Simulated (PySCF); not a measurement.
CH3Br.
SMILES: `CBr`

Linear response at PBE0/aug-cc-pVTZ (PySCF, frozen core in the response, non-relativistic). Geometry: PBE0-D3(BJ)/def2-TZVP; no solvent, vibrations or thermal averaging. The PBE0/aug-cc-pVTZ calculation is non-relativistic and has no spin–orbit coupling, an omission that weighs most on bromine.

Static isotropic polarisability: 36.66 au (5.43 Å³), principal values 32.4, 32.4, 45.1 au.

(1) What is the polarisability at 1064 nm and at the sodium D line?

(2) What is the isotropic C6 coefficient between two such molecules, C6 = (3/π)∫α(iω)² dω?

(3) Which effective excitation energy ω̄ makes London's formula C6 = (3/4)α²ω̄ exact here?

(4) What n − 1 at the D line would an ideal gas of it have at 273.15 K and 1 atm (2.6868 × 10¹⁹ cm⁻³), by n − 1 = 2π·N·α′?

(5) How anisotropic is the static polarisability, by Δα² = ½[(α1 − α2)² + (α2 − α3)² + (α3 − α1)²]?

(6) What molar refraction at the D line follows from R = (4π/3)·N_A·α′, with α′ the polarisability volume?

(7) What does −C6/R⁶ come to at R = 6 Å between centres?

Answers

(1) 36.97 au at 1064 nm (+0.8 %), 37.70 au at 589.3 nm (+2.8 %). The rise at 589.3 nm is 3.36 times that at 1064 nm; a pure ω² law gives 3.26. The lowest singlet lies at 203 nm, shorter than both wavelengths.

(2) 531.3 au (Eh·bohr⁶) by a ten-point quadrature over imaginary frequencies, which is 317 eV·Å⁶ or 30.6 J·nm⁶/mol.

(3) ω̄ = 4·C6/(3α²) = 0.527 Eh = 14.3 eV. A one-pole form α(ω) = α/(1 − ω²/ω̄²) fitted to the 1064 nm value gives 12.7 eV.

(4) 9.43 × 10⁻⁴, a formal value whether or not that pressure can be reached.

(5) Δα = 12.7 au, or 0.35 of the isotropic value.

(6) α′ = 5.59 Å³ gives R = 14.09 cm³/mol, for isolated, non-vibrating species.

(7) -660 J/mol. This is the leading, orientation-averaged term; C8 and higher terms are left out.

Time: 15 s wall; peak memory 0.77 GiB. Hardware: an Arm Neoverse N1 with one thread, shared host with 64 logical CPUs at a one-minute load of 46. This is the whole response run at PBE0/aug-cc-pVTZ, SCF included.
